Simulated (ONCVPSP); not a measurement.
**Logarithmic derivatives: Ga (Z = 31), ONCV**

Ga (Z = 31), optimised norm-conserving Vanderbilt (ONCV), made with ONCVPSP 4.0.1 (BLYP, scalar-relativistic). Core [Ar], reference 3d10 4s1.5 4p1.5. Waves: 4s: rc 1.85 bohr, ncon 4, nbas 8, qcut 3 1/bohr, 2 projectors, debl 2.4 Ha; 4p: rc 2.70 bohr, ncon 5, nbas 8, qcut 2.9 1/bohr, 1 projector; 3d: rc 0.70 bohr, ncon 4, nbas 7, qcut 15.8 1/bohr, 2 projectors, debl 2.8 Ha. Local part: polynomial inside 0.65 bohr (lpopt 1, dvloc0 0 Ha). Core correction: none.

The phase is arctan(r·R′/R) of the radial function R(r), unwrapped; energies in Ha, scanned from -2 to 5 Ha. A pole is an energy at which the radial function vanishes at the test radius. The pseudo phase is shifted by a multiple of π to meet the all-electron one at the reference energy, and phase errors are pseudo minus all-electron; the curves can meet again beyond the range given. Levels narrower than the energy grid can be missing from the lists of poles. Where the grid stepped over a known ghost or core level, its pole and its step of π were put in at the level’s energy.

```csv
channel,radius (bohr),reference energy (Ha),"poles, all-electron","poles, pseudo",unbroken range about the reference energy with phases within 0.05 rad,phase error 1 Ha above the reference energy (rad)
s,1.88,-0.35,1.77,1.77,below 4.3,-0.000
p,2.74,-0.11,"0.59, 3.90","-1.55, 0.58, 3.60",-1.5 to 1.5,-0.004
d,0.71,-0.74,none,none,the whole range,+0.000
```

Note: ghosts flagged at negative energy: s at -139.8 eV, p at -42.3 eV; no localised positive-energy state flagged. A true bound ghost makes a file unfit for plane-wave use.

Phases in the d channel:

| E (Ha) | all-electron | pseudo |
| --- | --- | --- |
| -1.98 | -0.650 | -0.650 |
| -1.80 | -0.708 | -0.708 |
| -1.62 | -0.762 | -0.762 |
| -1.44 | -0.813 | -0.813 |
| -1.26 | -0.861 | -0.861 |
| -1.08 | -0.906 | -0.906 |
| -0.90 | -0.948 | -0.948 |
| -0.72 | -0.987 | -0.987 |
| -0.54 | -1.024 | -1.024 |
| -0.36 | -1.059 | -1.059 |
| -0.18 | -1.091 | -1.091 |
| 0.00 | -1.121 | -1.121 |
| 0.18 | -1.150 | -1.150 |
| 0.36 | -1.176 | -1.176 |
| 0.54 | -1.201 | -1.201 |
| 0.72 | -1.225 | -1.225 |
| 0.90 | -1.247 | -1.247 |
| 1.08 | -1.268 | -1.268 |
| 1.26 | -1.288 | -1.288 |
| 1.44 | -1.307 | -1.307 |
| 1.62 | -1.325 | -1.325 |
| 1.80 | -1.342 | -1.342 |
| 1.98 | -1.358 | -1.358 |
| 2.16 | -1.373 | -1.373 |
| 2.34 | -1.388 | -1.388 |
| 2.52 | -1.402 | -1.402 |
| 2.70 | -1.416 | -1.416 |
| 2.88 | -1.429 | -1.429 |
| 3.06 | -1.441 | -1.441 |
| 3.24 | -1.453 | -1.453 |
| 3.42 | -1.465 | -1.465 |
| 3.60 | -1.476 | -1.476 |
| 3.78 | -1.487 | -1.487 |
| 3.96 | -1.497 | -1.497 |
| 4.14 | -1.507 | -1.507 |
| 4.32 | -1.517 | -1.517 |
| 4.50 | -1.527 | -1.527 |
| 4.68 | -1.536 | -1.536 |
| 4.86 | -1.545 | -1.545 |
